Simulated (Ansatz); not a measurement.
Isolated molecules relaxed with PBE0-D4/def2-TZVP in Ansatz; ΔE leaves out vibrations. CCSD(T)/CBS is the MP2 limit (def2-TZVPP, def2-QZVPP) plus CCSD(T) − MP2 in def2-TZVPP, frozen cores. DFT in def2-TZVPP. B3LYP here is the variant with VWN-RPA as its local correlation; programs differ in this. Elements past krypton have def2 core potentials. For In outer-core shells are correlated without core-valence functions, which leaves a few kJ/mol of doubt a bond. One conformer a species, not always the lowest.

`C[Si](C)(O)P` + `[OH][In]([OH])[O][SiH3]` → `C[O][In]([OH])[O][SiH3]` + `C[SiH](O)P`  (substitution at a C–Si bond)

`C[Si](C)(O)P`:

Z-matrix (Å, degrees):
```
C
Si 1 1.869
H 1 1.093 2 110.8
H 1 1.095 2 111.0 3 -119.5
H 1 1.092 2 111.1 3 120.1
C 2 1.867 1 109.9 3 59.9
O 2 1.657 1 110.2 3 -177.1
P 2 2.255 1 113.8 3 -61.8
H 6 1.093 2 111.1 1 -61.4
H 6 1.094 2 110.9 1 58.3
H 6 1.092 2 110.9 1 178.3
H 7 0.958 2 117.5 1 -45.2
H 8 1.423 2 92.6 1 53.6
H 8 1.421 2 94.0 1 -39.8
```

`[OH][In]([OH])[O][SiH3]`:

Z-matrix (Å, degrees):
```
Si
O 1 1.629
H 1 1.497 2 111.0
H 1 1.488 2 110.6 3 119.6
H 1 1.488 2 110.6 3 -119.6
In 2 1.969 1 134.0 3 -0.4
O 6 1.960 2 117.9 1 -179.5
O 6 1.973 2 119.0 1 0.5
H 7 0.961 6 111.7 2 -180.0
H 8 0.961 6 111.7 2 -0.0
```

`C[O][In]([OH])[O][SiH3]`:

```xyz
13

C    -0.492   -1.157    1.749
O     0.688   -1.590    1.112
In    1.334   -0.699   -0.511
O     2.944   -1.207   -1.506
O     0.318    0.841   -1.233
Si   -1.024    1.691   -0.878
H    -0.447   -0.107    2.064
H    -0.628   -1.768    2.648
H    -1.383   -1.284    1.121
H     3.069   -0.631   -2.266
H    -2.234    0.818   -0.848
H    -1.227    2.743   -1.909
H    -0.918    2.350    0.457
```

`C[SiH](O)P`:

Z-matrix (Å, degrees):
```
C
Si 1 1.865
H 1 1.093 2 110.5
H 1 1.093 2 111.5 3 120.0
H 1 1.093 2 110.3 3 -119.7
O 2 1.652 1 112.1 3 174.5
P 2 2.258 1 107.8 3 -59.1
H 2 1.484 1 110.6 3 58.3
H 6 0.958 2 117.5 1 73.9
H 7 1.420 2 94.1 1 -164.6
H 7 1.423 2 93.6 1 -70.5
```

```
             level  ΔE (kJ/mol)  difference from CCSD(T)/CBS
            PBE-D4        103.6                         -6.1
         r2SCAN-D4        107.3                         -2.4
           PBE0-D4        106.8                         -2.9
          B3LYP-D4        100.7                         -9.0
           ωB97M-V        109.2                         -0.5
            B2PLYP        103.6                         -6.1
               PBE        102.0                         -7.7
              PBE0        105.6                         -4.1
             B3LYP         98.3                        -11.4
     HF/def2-TZVPP         92.8                        -16.9
    MP2/def2-TZVPP        114.2                          4.5
   CCSD/def2-TZVPP        105.3                         -4.4
CCSD(T)/def2-TZVPP        106.0                         -3.7
    MP2/def2-QZVPP        116.3                          6.6
     MP2/CBS(def2)        117.9                          8.2
    CCSD/CBS(def2)        109.0                         -0.7
       CCSD(T)/CBS        109.7                            0
```

Largest T1 diagnostic among the species: 0.016.

In def2-TZVPP, CCSD(T) changes the Hartree–Fock value by +13.3 kJ/mol (the triples alone add +0.8 kJ/mol) and MP2 by +21.5 kJ/mol. From PBE to PBE0 (25 % exact exchange), in def2-TZVPP and without D4, ΔE moves by +3.5 kJ/mol.
